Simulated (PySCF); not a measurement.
**Field gradients at the hydrogen positions**

Species: C₅H₁₃F₃Si₂.
Geometry (GFN2-xTB, Å), atoms numbered from 1 in this order:
```xyz
23
C5H13F3Si2 angstrom
C     -2.1788   -0.2030    0.6064
C     -1.3364    0.7866   -0.1955
C     -2.2413    1.7676   -0.9350
Si    -0.1599   -0.1227   -1.4075
Si     1.1092   -1.7121   -0.2896
C      1.9561   -1.0041    1.2887
C      2.8049    0.1737    0.9484
F      3.5405    0.6253    1.9837
F      3.6816   -0.0787   -0.0410
F      2.0789    1.2318    0.5316
H     -2.8238    0.3216    1.3108
H     -2.8126   -0.7889   -0.0565
H     -1.5501   -0.8911    1.1697
H     -0.7312    1.3654    0.5111
H     -1.6525    2.4972   -1.4852
H     -2.8796    1.2414   -1.6417
H     -2.8810    2.3043   -0.2354
H      0.6388    0.8861   -2.1137
H     -0.9854   -0.8014   -2.4206
H      0.3726   -2.8584    0.2655
H      2.2118   -2.2862   -1.0672
H      1.2322   -0.6795    2.0345
H      2.6012   -1.7482    1.7528
```

Level: PBE0/pcSseg-1 (PySCF, non-relativistic); Q(2H) = 0.00286 b; rigid geometry, the same for H and D, with no vibrational averaging.

Problem. Rank these positions by the coupling χzz of a deuteron there, largest first.
A. H22 (methylene hydrogen)
B. H20 (Si–H hydrogen)
C. H14 (methine hydrogen)

Solution. A (209 kHz), C (201 kHz), B (107 kHz).

Problem. Give the electric field gradient Vzz (the principal value of largest size), its asymmetry and the 2H coupling at each hydrogen.

Solution. 
| atom | bonded to | bond length (Å) | Vzz (au) | η | χzz (kHz) |
| --- | --- | --- | --- | --- | --- |
| H11 | C1 | 1.090 | 0.3118 | 0.02 | 210 |
| H12 | C1 | 1.088 | 0.3128 | 0.02 | 210 |
| H13 | C1 | 1.089 | 0.3143 | 0.03 | 211 |
| H14 | C2 | 1.096 | 0.2991 | 0.03 | 201 |
| H15 | C3 | 1.087 | 0.3155 | 0.02 | 212 |
| H16 | C3 | 1.088 | 0.3134 | 0.02 | 211 |
| H17 | C3 | 1.089 | 0.3125 | 0.02 | 210 |
| H18 | Si4 | 1.468 | 0.1615 | 0.02 | 109 |
| H19 | Si4 | 1.473 | 0.1587 | 0.02 | 107 |
| H20 | Si5 | 1.471 | 0.1593 | 0.02 | 107 |
| H21 | Si5 | 1.466 | 0.1622 | 0.03 | 109 |
| H22 | C6 | 1.089 | 0.3110 | 0.05 | 209 |
| H23 | C6 | 1.089 | 0.3109 | 0.05 | 209 |

Problem. Average by the element that carries the hydrogen.

Solution. on C: 209 kHz over 9 positions, mean bond length 1.089 Å; on Si: 108 kHz over 4 positions, mean bond length 1.469 Å.

Problem. How does χzz go with the bond length over the 9 C–H bonds?

Solution. A straight-line fit has a slope of -12.6 kHz for each 0.01 Å, with a correlation coefficient of -0.96, over lengths from 1.087 to 1.096 Å. The longer bonds have the smaller couplings here.

Problem. Give the 2H NMR doublet splittings at H13 for a magnetic field along the z, y and x axes of the gradient: 3χ/2, 3χ(1 + η)/4, 3χ(1 − η)/4.

Solution. With |χ| = 211.2 kHz and η = 0.029: 317, 163 and 154 kHz, to first order and without motion.

Geometry: GFN2-xTB, one conformer, isolated molecule. GFN2-xTB bond lengths can be off by several hundredths of an ångström, more for odd bonds, and the gradients follow them. With a basis this small, the couplings can be 20 % off.
